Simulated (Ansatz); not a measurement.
Ansatz (a quantum-chemistry and plane-wave program) input (HF/3-21G): The .json file is the Basis Set Exchange's 3-21G.

Ansatz 0.2 input:
```yaml
crystal:
  periodic: [false, false, false]
  atoms:
    - {symbol: C, position_ang: [-0.39979990, 0.76864737, 0.88949433]}
    - {symbol: F, position_ang: [-0.86673904, 1.85656991, 0.23869448]}
    - {symbol: Br, position_ang: [0.28645599, -0.63676284, -0.26445205]}
    - {symbol: H, position_ang: [0.17349111, 0.96568592, 1.77060541]}
basis:
  gaussian:
    orbitals: 3-21G.json
hamiltonian:
  xc: {name: HF}
magnetization: {spin_polarized: true, initial_magnetization: 1}
phonons: {temperatures: {t_min: 298.15, t_max: 298.15, t_step: 100}}
```

Output:

```
Functional definition: HF
integrals: 0.00 GiB planned
474 factors; integrals over basis functions are off by at most 5.0e-4 eV
mean field: 0.13 GiB planned
mean field evaluation 1: about -73390.8189 eV, gradient 1.5e1 eV
mean field evaluation 2: about -73390.8205 eV, gradient 1.5e1 eV
mean field evaluation 4: about -73392.3179 eV, gradient 2.1e0 eV
mean field evaluation 8: about -73392.4143 eV, gradient 1.1e-1 eV
mean field -73392.41474099 eV, -2697.1214945659 hartree, gradient 1.4e-5 eV, S^2 0.763604; 0 other end points of the search recorded, 0 dependent functions left out
the calculation of the forces begins
reference -73392.41474099 eV, -2697.1214945659 hartree; 26, 25 occupied and 17, 18 virtual orbitals, 474 factors
these checks for a lower state are left out or cut short: stability, starts, cluster_reference, orbital_swaps, neighbouring_geometries, increment
integrals: 0.00 GiB planned
474 factors; integrals over basis functions are off by at most 5.0e-4 eV
mean field: 0.13 GiB planned
mean field evaluation 16: about -73392.4147 eV, gradient 1.6e-6 eV
mean field -73392.41467506 eV, -2697.1214921430 hartree, gradient 1.8e-6 eV, S^2 0.763667; 0 other end points of the search recorded, 0 dependent functions left out
the calculation of the forces begins
reference -73392.41467506 eV, -2697.1214921430 hartree; 26, 25 occupied and 17, 18 virtual orbitals, 474 factors
these checks for a lower state are left out or cut short: stability, starts, cluster_reference, orbital_swaps, neighbouring_geometries, increment
integrals: 0.00 GiB planned
474 factors; integrals over basis functions are off by at most 5.0e-4 eV
mean field: 0.13 GiB planned
mean field -73392.41466987 eV, -2697.1214919522 hartree, gradient 1.9e-6 eV, S^2 0.763541; 0 other end points of the search recorded, 0 dependent functions left out
the calculation of the forces begins
reference -73392.41466987 eV, -2697.1214919522 hartree; 26, 25 occupied and 17, 18 virtual orbitals, 474 factors
these checks for a lower state are left out or cut short: stability, starts, cluster_reference, orbital_swaps, neighbouring_geometries, increment
integrals: 0.00 GiB planned
474 factors; integrals over basis functions are off by at most 5.0e-4 eV
mean field: 0.13 GiB planned
mean field evaluation 32: about -73392.4146 eV, gradient 1.8e-6 eV
mean field -73392.41461448 eV, -2697.1214899168 hartree, gradient 1.8e-6 eV, S^2 0.763672; 0 other end points of the search recorded, 0 dependent functions left out
the calculation of the forces begins
reference -73392.41461448 eV, -2697.1214899168 hartree; 26, 25 occupied and 17, 18 virtual orbitals, 474 factors
these checks for a lower state are left out or cut short: stability, starts, cluster_reference, orbital_swaps, neighbouring_geometries, increment
integrals: 0.00 GiB planned
474 factors; integrals over basis functions are off by at most 5.0e-4 eV
mean field: 0.13 GiB planned
mean field -73392.41461092 eV, -2697.1214897861 hartree, gradient 1.8e-6 eV, S^2 0.763537; 0 other end points of the search recorded, 0 dependent functions left out
the calculation of the forces begins
reference -73392.41461092 eV, -2697.1214897861 hartree; 26, 25 occupied and 17, 18 virtual orbitals, 474 factors
these checks for a lower state are left out or cut short: stability, starts, cluster_reference, orbital_swaps, neighbouring_geometries, increment
integrals: 0.00 GiB planned
474 factors; integrals over basis functions are off by at most 5.0e-4 eV
mean field: 0.13 GiB planned
mean field -73392.41458588 eV, -2697.1214888656 hartree, gradient 1.8e-6 eV, S^2 0.763648; 0 other end points of the search recorded, 0 dependent functions left out
the calculation of the forces begins
reference -73392.41458588 eV, -2697.1214888656 hartree; 26, 25 occupied and 17, 18 virtual orbitals, 474 factors
these checks for a lower state are left out or cut short: stability, starts, cluster_reference, orbital_swaps, neighbouring_geometries, increment
integrals: 0.00 GiB planned
474 factors; integrals over basis functions are off by at most 5.0e-4 eV
mean field: 0.13 GiB planned
mean field -73392.41458586 eV, -2697.1214888652 hartree, gradient 1.9e-6 eV, S^2 0.763561; 0 other end points of the search recorded, 0 dependent functions left out
the calculation of the forces begins
reference -73392.41458586 eV, -2697.1214888652 hartree; 26, 25 occupied and 17, 18 virtual orbitals, 474 factors
these checks for a lower state are left out or cut short: stability, starts, cluster_reference, orbital_swaps, neighbouring_geometries, increment
integrals: 0.00 GiB planned
474 factors; integrals over basis functions are off by at most 5.0e-4 eV
mean field: 0.13 GiB planned
mean field -73392.41471677 eV, -2697.1214936759 hartree, gradient 1.8e-6 eV, S^2 0.763556; 0 other end points of the search recorded, 0 dependent functions left out
[...]
integrals: 0.00 GiB planned
474 factors; integrals over basis functions are off by at most 5.0e-4 eV
mean field: 0.13 GiB planned
mean field evaluation 96: about -73392.4147 eV, gradient 1.8e-6 eV
mean field -73392.41469835 eV, -2697.1214929988 hartree, gradient 1.8e-6 eV, S^2 0.763627; 0 other end points of the search recorded, 0 dependent functions left out
the calculation of the forces begins
reference -73392.41469835 eV, -2697.1214929988 hartree; 26, 25 occupied and 17, 18 virtual orbitals, 474 factors
these checks for a lower state are left out or cut short: stability, starts, cluster_reference, orbital_swaps, neighbouring_geometries, increment
integrals: 0.00 GiB planned
474 factors; integrals over basis functions are off by at most 5.0e-4 eV
mean field: 0.13 GiB planned
mean field -73392.41473200 eV, -2697.1214942356 hartree, gradient 1.9e-6 eV, S^2 0.763616; 0 other end points of the search recorded, 0 dependent functions left out
the calculation of the forces begins
reference -73392.41473200 eV, -2697.1214942356 hartree; 26, 25 occupied and 17, 18 virtual orbitals, 474 factors
these checks for a lower state are left out or cut short: stability, starts, cluster_reference, orbital_swaps, neighbouring_geometries, increment
integrals: 0.00 GiB planned
474 factors; integrals over basis functions are off by at most 5.0e-4 eV
mean field: 0.13 GiB planned
mean field -73392.41473465 eV, -2697.1214943329 hartree, gradient 1.8e-6 eV, S^2 0.763592; 0 other end points of the search recorded, 0 dependent functions left out
the calculation of the forces begins
reference -73392.41473465 eV, -2697.1214943329 hartree; 26, 25 occupied and 17, 18 virtual orbitals, 474 factors
these checks for a lower state are left out or cut short: stability, starts, cluster_reference, orbital_swaps, neighbouring_geometries, increment
integrals: 0.00 GiB planned
474 factors; integrals over basis functions are off by at most 5.0e-4 eV
mean field: 0.13 GiB planned
mean field -73392.41471117 eV, -2697.1214934699 hartree, gradient 1.8e-6 eV, S^2 0.763534; 0 other end points of the search recorded, 0 dependent functions left out
the calculation of the forces begins
reference -73392.41471117 eV, -2697.1214934699 hartree; 26, 25 occupied and 17, 18 virtual orbitals, 474 factors
these checks for a lower state are left out or cut short: stability, starts, cluster_reference, orbital_swaps, neighbouring_geometries, increment
integrals: 0.00 GiB planned
474 factors; integrals over basis functions are off by at most 5.0e-4 eV
mean field: 0.13 GiB planned
mean field -73392.41470547 eV, -2697.1214932607 hartree, gradient 1.9e-6 eV, S^2 0.763674; 0 other end points of the search recorded, 0 dependent functions left out
the calculation of the forces begins
reference -73392.41470547 eV, -2697.1214932607 hartree; 26, 25 occupied and 17, 18 virtual orbitals, 474 factors
these checks for a lower state are left out or cut short: stability, starts, cluster_reference, orbital_swaps, neighbouring_geometries, increment
integrals: 0.00 GiB planned
474 factors; integrals over basis functions are off by at most 5.0e-4 eV
mean field: 0.13 GiB planned
mean field evaluation 128: about -73392.4147 eV, gradient 1.6e-6 eV
mean field -73392.41472000 eV, -2697.1214937945 hartree, gradient 1.9e-6 eV, S^2 0.763559; 0 other end points of the search recorded, 0 dependent functions left out
the calculation of the forces begins
reference -73392.41472000 eV, -2697.1214937945 hartree; 26, 25 occupied and 17, 18 virtual orbitals, 474 factors
these checks for a lower state are left out or cut short: stability, starts, cluster_reference, orbital_swaps, neighbouring_geometries, increment
integrals: 0.00 GiB planned
474 factors; integrals over basis functions are off by at most 5.0e-4 eV
mean field: 0.13 GiB planned
mean field -73392.41471528 eV, -2697.1214936209 hartree, gradient 1.8e-6 eV, S^2 0.763649; 0 other end points of the search recorded, 0 dependent functions left out
the calculation of the forces begins
reference -73392.41471528 eV, -2697.1214936209 hartree; 26, 25 occupied and 17, 18 virtual orbitals, 474 factors
these checks for a lower state are left out or cut short: stability, starts, cluster_reference, orbital_swaps, neighbouring_geometries, increment
integrals: 0.00 GiB planned
474 factors; integrals over basis functions are off by at most 5.0e-4 eV
mean field: 0.13 GiB planned
mean field -73392.41470117 eV, -2697.1214931025 hartree, gradient 1.9e-6 eV, S^2 0.763577; 0 other end points of the search recorded, 0 dependent functions left out
the calculation of the forces begins
reference -73392.41470117 eV, -2697.1214931025 hartree; 26, 25 occupied and 17, 18 virtual orbitals, 474 factors
these checks for a lower state are left out or cut short: stability, starts, cluster_reference, orbital_swaps, neighbouring_geometries, increment
integrals: 0.00 GiB planned
474 factors; integrals over basis functions are off by at most 5.0e-4 eV
mean field: 0.13 GiB planned
mean field -73392.41470073 eV, -2697.1214930864 hartree, gradient 1.8e-6 eV, S^2 0.763631; 0 other end points of the search recorded, 0 dependent functions left out
the calculation of the forces begins
reference -73392.41470073 eV, -2697.1214930864 hartree; 26, 25 occupied and 17, 18 virtual orbitals, 474 factors
these checks for a lower state are left out or cut short: stability, starts, cluster_reference, orbital_swaps, neighbouring_geometries, increment
integrals: 0.00 GiB planned
474 factors; integrals over basis functions are off by at most 5.0e-4 eV
mean field: 0.13 GiB planned
mean field -73392.41471544 eV, -2697.1214936269 hartree, gradient 1.9e-6 eV, S^2 0.763580; 0 other end points of the search recorded, 0 dependent functions left out
the calculation of the forces begins
reference -73392.41471544 eV, -2697.1214936269 hartree; 26, 25 occupied and 17, 18 virtual orbitals, 474 factors
these checks for a lower state are left out or cut short: stability, starts, cluster_reference, orbital_swaps, neighbouring_geometries, increment
integrals: 0.00 GiB planned
474 factors; integrals over basis functions are off by at most 5.0e-4 eV
mean field: 0.13 GiB planned
mean field evaluation 160: about -73392.4131 eV, gradient 5.6e-2 eV
mean field -73392.41472320 eV, -2697.1214939122 hartree, gradient 1.9e-6 eV, S^2 0.763628; 0 other end points of the search recorded, 0 dependent functions left out
the calculation of the forces begins
reference -73392.41472320 eV, -2697.1214939122 hartree; 26, 25 occupied and 17, 18 virtual orbitals, 474 factors
these checks for a lower state are left out or cut short: stability, starts, cluster_reference, orbital_swaps, neighbouring_geometries, increment
integrals: 0.00 GiB planned
474 factors; integrals over basis functions are off by at most 5.0e-4 eV
mean field: 0.13 GiB planned
mean field -73392.41465521 eV, -2697.1214914136 hartree, gradient 1.9e-6 eV, S^2 0.763629; 0 other end points of the search recorded, 0 dependent functions left out
the calculation of the forces begins
reference -73392.41465521 eV, -2697.1214914136 hartree; 26, 25 occupied and 17, 18 virtual orbitals, 474 factors
these checks for a lower state are left out or cut short: stability, starts, cluster_reference, orbital_swaps, neighbouring_geometries, increment
integrals: 0.00 GiB planned
474 factors; integrals over basis functions are off by at most 5.0e-4 eV
mean field: 0.13 GiB planned
mean field -73392.41465502 eV, -2697.1214914066 hartree, gradient 1.8e-6 eV, S^2 0.763579; 0 other end points of the search recorded, 0 dependent functions left out
the calculation of the forces begins
reference -73392.41465502 eV, -2697.1214914066 hartree; 26, 25 occupied and 17, 18 virtual orbitals, 474 factors
Total energy: -73392.41474099 eV, -2697.1214945659 hartree
Atom 0 at    -0.399800     0.768647     0.889494 Å, force     0.001026     0.000799     0.000101 eV/Å
Atom 1 at    -0.866739     1.856570     0.238694 Å, force    -0.000593    -0.000423    -0.000983 eV/Å
Atom 2 at     0.286456    -0.636763    -0.264452 Å, force    -0.000524     0.001162     0.000957 eV/Å
Atom 3 at     0.173491     0.965686     1.770605 Å, force     0.000091    -0.001537    -0.000075 eV/Å
Dipole moment:     0.158802    -0.050271     0.323255 e Å
Vibrations: 318.99 650.24 796.49 1254.20 1387.59 3383.66 cm⁻¹, zero-point energy 0.482991 eV
```

The blocks after the first are displaced geometries, from whose forces the wavenumbers follow.
